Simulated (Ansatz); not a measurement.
Program: Ansatz. Geometries: PBE0-D4/def2-TZVP. ΔE: electronic, gas phase. CCSD(T)/CBS is the MP2 limit (def2-TZVPP, def2-QZVPP) plus CCSD(T) − MP2 in def2-TZVPP, frozen cores. This one scheme is used for every species. Functionals use def2-TZVPP. B3LYP here is the variant with VWN-RPA as its local correlation; programs differ in this. Each species was taken in one conformer, which may not be the lowest.

Consider the cleavage of the Si–Si bond: `O[SiH](O)[Si](F)(F)F` + CH₃OH → `CO[SiH](O)O` + `F[SiH](F)F`.

`O[SiH](O)[Si](F)(F)F`:

```xyz
10

O     1.334   -1.184    0.730
Si    0.324   -0.559   -0.389
O    -0.949   -1.562   -0.646
Si   -0.402    1.446    0.575
F     0.778    2.480    0.783
F    -1.462    2.151   -0.369
F    -1.098    1.247    1.980
H     1.739   -2.038    0.573
H     1.000   -0.309   -1.694
H    -1.266   -1.673   -1.543
```

CH₃OH:

Cartesian coordinates in Å:
```
C -0.165 -0.175 -0.263
O 0.295 0.063 1.048
H -0.700 -1.125 -0.246
H 0.656 -0.259 -0.986
H -0.859 0.601 -0.610
H 0.772 0.895 1.057
```

`CO[SiH](O)O`:

```xyz
11

C    -1.022   -1.254   -0.672
O     0.111   -0.415   -0.690
Si    0.595    0.490    0.583
O    -0.447    1.674    1.000
O     2.010    1.167    0.128
H    -1.033   -1.899    0.214
H    -1.947   -0.668   -0.687
H    -0.995   -1.887   -1.560
H     0.696   -0.360    1.786
H    -0.478    2.453    0.441
H     2.510    0.699   -0.543
```

`F[SiH](F)F`:

Cartesian coordinates in Å:
```
F 0.087 1.259 -0.916
Si -0.018 0.010 0.035
F 1.435 -0.528 0.305
F -0.828 -1.112 -0.713
H -0.676 0.371 1.289
```

**Question.** Is it downhill or uphill in electronic energy at CCSD(T)/CBS, and by how much? (Best estimate.)

**Answer.** Ansatz gave: Downhill: ΔE = -150.5 kJ/mol.

**Question.** What do these levels give: PBE-D4, B2PLYP, PBE, r2SCAN, PBE0, B3LYP, HF/def2-TZVPP, MP2/def2-TZVPP, CCSD/def2-TZVPP, MP2/def2-QZVPP, MP2/CBS(def2), CCSD/CBS(def2)? (Best estimate.)

**Answer.** Ansatz gave: PBE-D4 -120.8, B2PLYP -152.3, PBE -122.6, r2SCAN -146.1, PBE0 -132.9, B3LYP -144.5, HF/def2-TZVPP -169.0, MP2/def2-TZVPP -161.0, CCSD/def2-TZVPP -155.4, MP2/def2-QZVPP -159.8, MP2/CBS(def2) -158.0, CCSD/CBS(def2) -152.5 kJ/mol.

Largest T1 diagnostic among the species: 0.012.

The D4 term adds +3.0 kJ/mol with B3LYP and +1.8 kJ/mol with PBE0; it sums over pairs of atoms, weighted by their polarisabilities, and B3LYP, whose exchange is more repulsive, gets the larger term. In def2-TZVPP, CCSD(T) changes the Hartree–Fock value by +15.6 kJ/mol (the triples alone add +2.0 kJ/mol) and MP2 by +8.0 kJ/mol. From PBE to PBE0 (25 % exact exchange), in def2-TZVPP and without D4, ΔE moves by −10.3 kJ/mol.
